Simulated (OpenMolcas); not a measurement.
# 5s² 5p along the 49-electron sequence

```
Program             : OpenMolcas
Method              : SS-RASPT2, IPEA 0.25 Eh, imaginary shift 0.1 Eh
Basis               : ANO-RCC-VQZP
Scalar Hamiltonian  : DKH2, point nucleus
Spin-orbit coupling : state interaction with AMFI integrals over the reference wave functions, term energies averaged over their components
```

Active space for each ion: 1 electron in 9 orbitals (RAS2 5p; RAS3 5d 6s, at most 1 electron); closed shells correlated by CASPT2: 4d 5s.

Computed levels in cm-1 above ²P°_1/2:

```tsv
Level	Sb2+	Te3+	I4+	Xe5+
²P°_3/2	5700	8060	10740	13900
weight of ²P° in the lowest level (%)	100	100	100	100
```

Measured, with the error of the calculation in %. Measured levels: Sb2+, Te3+ from Moore, Atomic Energy Levels, vol. III, NSRDS-NBS 35 (1971 reprint of NBS Circular 467, 1958); Xe5+ from Saloman, J. Phys. Chem. Ref. Data 33, 765 (2004).

```csv
Level,Sb2+,Te3+,Xe5+
²P°_3/2,6576 (-13.3),9223 (-12.6),15599 (-10.9)
```

The fine-structure level ²P°_3/2 changes by a factor of 2.44 from Sb2+ to Xe5+. Its fourth root runs 8.69, 9.48, 10.18, 10.86, with steps per unit of Z of 0.79, 0.70, 0.68; equal steps would mean a (Z - σ)^4 law with constant σ.

Over all roots computed the reference weight is 0.88 to 0.93 in Xe5+; the roots of lowest weight are the least certain, and an intruder state may touch them. With one active electron, CASPT2 adds the correlation within the correlated inactive shells and between them and that electron, and leaves the splitting within a term as the reference gives it. Measured partners are found by configuration, term and J. A level has none where our copy of the source lacks it or the pairing is in doubt (some pairs that miss far off the trend of their configuration count as doubtful), and it then counts in no deviation. Levels of configurations outside the active space are missing.

° marks odd parity.
